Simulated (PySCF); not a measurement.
Bond curve of CsC

Set-up: Cs x2c-TZVPPall, C x2c-TZVPPall; spin-free X2C with a Gaussian nucleus (PySCF 2.14). Energies in eV from Cs + C in their ground configurations at the same level. State: ⁴Σ⁻ (quartet), unpaired electrons σ ↑, π ↑↑.

All columns are PBE0. A positive dipole means Cs(−)C(+).

```
R (Å)  E (eV)   μ (D)  Mulliken charge on Cs (basis-dependent)  HOMO (eV)  LUMO (eV)  Mayer bond order  ⟨S²⟩
2.334  -2.044   -6.66                                     0.50      -4.15      -0.86              0.93  3.75
2.443  -2.266   -7.28                                     0.54      -4.19      -0.91              0.85  3.75
2.551  -2.391   -7.89                                     0.58      -4.18      -0.97              0.79  3.75
2.633  -2.436   -8.33                                     0.59      -4.16      -1.02              0.76  3.75
2.714  -2.448   -8.77                                     0.61      -4.13      -1.07              0.73  3.75
2.795  -2.434   -9.19                                     0.61      -4.06      -1.12              0.71  3.75
2.904  -2.386   -9.73                                     0.62      -3.93      -1.19              0.70  3.75
3.040  -2.293  -10.37                                     0.63      -3.78      -1.27              0.68  3.75
3.203  -2.152  -11.09                                     0.63      -3.63      -1.37              0.66  3.75
3.420  -1.945  -11.93                                     0.64      -3.48      -1.50              0.65  3.75
```

A fit through these points gives, at Re = 2.708 Å, μ = -8.73 D and dμ/dR = -5.25 D/Å; the reduced mass is 11.01 u.

Q: How strong is the fundamental in the double-harmonic approximation, I = 42.26·(dμ/dR)²/μred km/mol?

A: I = 42.26·(-5.25)²/11.01 = 106 km/mol at PBE0.

These are scalar-relativistic numbers at best; spin–orbit coupling would shift them, the dissociation energy most. The state is the lowest determinant that a PBE0 search found; another state may lie lower at other levels.
